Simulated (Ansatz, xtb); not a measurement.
C4H5BClN: which of two isomers lies lower

Structure I is `Bc1[nH]ccc1Cl`, a singlet and structure II is `Bn1cccc1Cl`, a singlet. Both are isolated molecules in the gas phase, relaxed with B3LYP-D3(BJ)/def2-SVP; the shapes shown needn't be the lowest conformers.

I (Å):

```xyz
12

C     1.0537    1.1004    1.2387
C     1.9007   -0.2856   -0.3493
C     0.9476    0.5075   -0.9903
C     0.4277    1.3626   -0.0015
B     0.8883    1.7058    2.6091
Cl   -0.7916    2.5521   -0.2673
N     1.9527    0.0709    0.9519
H     0.0973    2.5916    2.7983
H     1.5633    1.2893    3.5232
H     2.5588   -0.3416    1.6503
H     2.5329   -1.0738   -0.7547
H     0.6659    0.4705   -2.0390
```

II (Å):

```xyz
12

C     2.0143    0.0935    0.9793
C     2.0894   -0.1320   -0.3638
C     1.0865    0.6856   -1.0007
C     0.4476    1.3718   -0.0064
B     0.6396    1.5008    2.5332
Cl   -0.8405    2.5018   -0.1462
N     0.9967    1.0301    1.2385
H    -0.2435    2.3006    2.6511
H     1.2570    1.0615    3.4662
H     2.5855   -0.3170    1.8074
H     2.7811   -0.8068   -0.8640
H     0.8652    0.7573   -2.0625
```

Quicker runs give these differences E(II) − E(I): GFN2-xTB −0.741 eV; HF/STO-3G −0.896 eV (at GFN2-xTB geometries); r2SCAN-D4/def2-SVP −0.381 eV (at GFN2-xTB geometries).

Estimate E(II) − E(I) at the level CCSD(T)/def2-SVP + ΔMP2/def2-TZVPP.

Calculated at CCSD(T)/def2-SVP + ΔMP2/def2-TZVPP: E(II) − E(I) = −0.546 eV, so structure II lies lower.

How the difference moves with the method:

```csv
level,geometry,E(II) − E(I) (eV),departure from the last row (eV),"job, with rough time for the two"
GFN2-xTB,GFN2-xTB,−0.741,−0.195,"optimisation, 0.27 s"
HF/STO-3G,GFN2-xTB,−0.896,−0.350,"single point, 1.2 s"
r2SCAN-D4/def2-SVP,GFN2-xTB,−0.381,+0.165,"single point, 8.4 s"
B3LYP-D3(BJ)/def2-SVP,B3LYP-D3(BJ)/def2-SVP,−0.452,+0.094,"optimisation, 60 s"
HF/def2-SVP,B3LYP-D3(BJ)/def2-SVP,−0.590,−0.044,part of the CCSD(T) run
MP2/def2-SVP,B3LYP-D3(BJ)/def2-SVP,−0.481,+0.065,part of the CCSD(T) run
CCSD(T)/def2-SVP,B3LYP-D3(BJ)/def2-SVP,−0.554,−0.009,single point
CCSD(T)/def2-SVP + ΔMP2/def2-TZVPP,B3LYP-D3(BJ)/def2-SVP,−0.546,,"single point, 86 s"
```

As drawn, II has 1 B–N, 1 C–H in place of 1 C–B, 1 N–H.

The levels shown agree on the order. The largest departure from CCSD(T)/def2-SVP + ΔMP2/def2-TZVPP is that of HF/STO-3G, 0.350 eV. The last row adds to CCSD(T) the change of the MP2 difference between the two basis sets, here +0.009 eV.

With thermal terms from frequencies at re-optimised GFN2-xTB minima (ideal gas, soft modes damped towards free rotors, one conformer each, 298.15 K, 1 atm): on the last row, ΔE + ΔZPE = −0.536, ΔH = −0.542, ΔG = −0.531 eV.

The correlated steps freeze 11 core orbitals. Programs: Ansatz 0.2.0, xtb 6.7.1; the last row on 2 threads of AMD EPYC 7R43 64-Core Processor (Zen 3) on a shared host.
